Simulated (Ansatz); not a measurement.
Molecule: BF (charge 0, singlet). SMILES: [B]F
Geometry: optimised at B3LYP-D3(BJ)/def2-TZVP (Ansatz, an electronic-structure program).

HF/6-31G* beside other levels, property by property. Terms: each state is the SCF solution reached for its charge and spin; open shells spin-unrestricted; non-relativistic; no spin-orbit coupling; atomisation electronic, to ground-state atoms; 6-31G* and kin with 6d, 5d where marked; valence correlation only; 6-311+G** with 5d. Basis-set limits of correlation are two-point, X^-3; Hartree-Fock from the larger set (for Q and 5 zeta extrapolated as (X+1)exp(-9√X)). First-principles rows: single points at B3LYP-D3(BJ) geometries (Ansatz), with unscaled harmonic terms from B3LYP/6-31G* (Ansatz) at its own minima, enthalpies of formation by atomisation with measured atoms.

Coupled cluster (Ansatz) is a level with limits of its own, used here on species with T1 under 0.025 (0.045 for open shells) and stable references: (a) CCSD(T)/CBS(aug-cc-pVTZ,aug-cc-pVQZ); (b) CCSD(T)/CBS(cc-pVQZ,cc-pV5Z).

| property | HF/6-31G* (Ansatz) | B3LYP/6-31G* (Ansatz) | B3LYP/6-311+G** (Ansatz) | wB97M-V/def2-TZVPD (Ansatz) | to compare with |
|---|---|---|---|---|---|
| enthalpy of formation at 298 K (kcal/mol) | 21.8 | -23.3 | -17.3 | -26.6 | -24.4 coupled cluster (b) |
| vertical ionisation energy to the doublet (eV) | 9.77 | 10.84 | 11.14 | 11.15 | 11.18 coupled cluster (a) |
| atomisation energy (kcal/mol) | 135.6 | 180.8 | 174.7 | 184.1 | 181.8 coupled cluster (b) |

As the rows show:
- enthalpy of formation at 298 K: HF/6-31G* lies 46.2 kcal/mol above coupled cluster.
- vertical ionisation energy to the doublet: HF/6-31G* lies 1.41 eV below coupled cluster.
- atomisation energy: HF/6-31G* lies 46.2 kcal/mol below coupled cluster.

The properties are those with a value to compare with, at most eight drawn at random. No case is left out for the size of its miss. Left out are saddle points of the reference geometry, anions that the best level run finds unbound, excited spin states, species near biochemistry, 298 K rows of species without real B3LYP wavenumbers, cases with under five habitual levels, runs that failed or that the program found above a lower state of the same kind, table entries that another table contradicts, and a share of species set aside by lot.
